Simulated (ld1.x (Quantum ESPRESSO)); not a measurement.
**Mo (Z = 42): excitation energies, all-electron against RRKJ**

- Element: molybdenum
- Generator: ld1.x (Quantum ESPRESSO) 7.5
- Type: norm-conserving RRKJ (Kleinman–Bylander form)
- Functional: PBE
- Relativity: scalar-relativistic
- Frozen core: [Kr]
- Valence charge: 6
- Reference configuration: 4d5 5s0.75 5p0.25
- Partial waves: 5p (bound): rc 4.10 bohr; 4d (bound): rc 1.80 bohr; 5s (bound): rc 2.95 bohr
- Local potential: the s channel
- Core correction: a·sin(br)/r model core inside 1.45 bohr

Energies are relative to the spin-unpolarised reference configuration 4d5 5s0.75 5p0.25; without spin polarisation the order of configurations can differ from experiment. The frozen-core shift is the all-electron ΔE with the core orbitals held at their reference shape minus the fully relaxed ΔE.

```csv
valence configuration,charge,ΔE all-electron (eV),error AE − PS (meV),frozen-core shift (meV)
4d5 5s1 5p0,0,-0.765,-0.2,-0.1
4d4 5s0 5p0,+2,21.586,-115,+72
4d4 5s2 5p0,0,-0.567,-104,+40
4d4 5s1 5p1,0,2.974,-124,+46
4d3 5s0 5p0,+3,48.330,-641,+482
4d4 5s1 5p0,+1,7.298,-81,+43
```

(1) What are ΔE and the potential's error for 4d5 5s0 5p0?

## Answers

(1) ΔE = 6.125 eV all-electron; the error (AE − PS) is -12 meV.

A variational frozen-core shift is positive and of second order in the change. This column holds negative values, so the frozen-core run of ld1.x carries numerical noise or an error of first order here, and the column gives no more than the rough size of the effect.
